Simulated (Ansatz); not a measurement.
This geometry of AlF2H2N + H2 (8 atoms, charge 0, multiplicity 1) is a first-order saddle point.

Theory: Ansatz, RKS B3LYP-D4/def2-SVP.

```xyz
8
Properties=species:S:1:pos:R:3
Al -0.032 0.264 0.165
N -0.027 0.062 2.027
H -0.816 -0.340 2.535
H 0.837 -0.123 2.539
F 1.439 0.095 -0.589
F -1.433 -0.207 -0.594
H -0.212 1.967 0.709
H -0.172 1.404 1.546
```

(1) Which two structures does it join? (They come from a converged band through this point; their orientation in space is the band's.)

(2) How far does it lie above each of them?

Answers

(1) Bonds broken: H7–H8. Bonds formed: Al1–H7, N2–H8. AlF2H2N + H2 becomes AlF2H4N.

Initial state:

```xyz
8
Properties=species:S:1:pos:R:3
Al -0.012 -0.015 0.401
N 0.029 -0.368 2.123
H -0.785 -0.635 2.667
H 0.871 -0.438 2.685
F 1.390 0.238 -0.452
F -1.433 -0.127 -0.448
H -0.210 2.315 0.307
H -0.266 2.153 1.052
```

Final state:

```xyz
8
Properties=species:S:1:pos:R:3
Al -0.064 0.568 0.003
N -0.050 0.307 2.031
H -0.813 -0.328 2.281
H 0.832 -0.142 2.293
F 1.442 -0.125 -0.291
F -1.381 -0.433 -0.311
H -0.232 2.117 -0.256
H -0.150 1.160 2.586
```

(2) 64.9 kJ/mol above the first and 148.8 kJ/mol above the second. This is the barrier of this one path; another mechanism may lie lower. The orbitals stay closed-shell, which can raise the energy where a bond breaks towards radicals; this wasn't checked here.

Run time: 3.2 min on 1 thread of Arm Neoverse V1, with other jobs on the host, peak memory 0.15 GiB.
